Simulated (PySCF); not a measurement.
## Continuum solvent and chemical shifts

Mapped SMILES: `[F:1][c:2]1[cH:3][cH:4][c:5]([CH:6]2[CH2:7][CH2:8]2)[cH:9][cH:10]1`. Hydrogens are named by the atom that carries them. Ha(C7), Ha(C8) are cis to C5 on the ring; Hb(C7), Hb(C8) are trans to C5 on the ring.

GIAO PBE0/pcSseg-1 in PySCF on one PBE0-D3(BJ)/def2-SVP conformer, non-relativistic, equivalent nuclei averaged. Solvents enter as an IEF-PCM continuum (tetrahydrofuran with ε = 7.4, acetone with ε = 20.5) around the gas-phase geometry. Shifts are referred to CFCl3, TMS computed in the same medium.

In tetrahydrofuran, δ in ppm: F1 -121.0, C2 168.8, C5 147.5, C4/C9 132.3, C3/C10 121.2, C6 17.0, C7/C8 14.7, H(C3)/H(C10) 7.23, H(C4)/H(C9) 7.22, H(C6) 1.71, Hb(C7)/Hb(C8) 1.14, Ha(C7)/Ha(C8) 0.66. Dipole moment 2.47 D.

Question: How does each δ change in the more polar medium?

Answer: 
```tsv
atoms	environment	Δδ, acetone
F1	aryl fluorine	-0.4
C2	aromatic carbon bearing fluorine	+0.1
C5	substituted aromatic carbon	+0.3
C4/C9	aromatic CH	+0.3
C3/C10	aromatic CH	+0.2
C6	three-membered-ring carbon	0.0
C7/C8	three-membered-ring carbon	+0.1
H(C3)/H(C10)	hydrogen on an aromatic CH	+0.03
H(C4)/H(C9)	hydrogen on an aromatic CH	+0.05
H(C6)	hydrogen on a three-membered-ring carbon	+0.04
Hb(C7)/Hb(C8)	hydrogen on a three-membered-ring carbon	+0.01
Ha(C7)/Ha(C8)	hydrogen on a three-membered-ring carbon	+0.02
```

Changes are relative to tetrahydrofuran. The dipole moment becomes 2.54 D in acetone.

Question: Which nuclei move most (in ppm), and what does the model miss?

Answer: F1 (aryl fluorine, -0.4 ppm) and C5 (substituted aromatic carbon, +0.3 ppm) and C4/C9 (aromatic CH, +0.3 ppm) in acetone. A continuum only polarises the solute; specific hydrogen bonds, the anisotropy of aromatic solvents and changes of geometry or conformer are outside it.
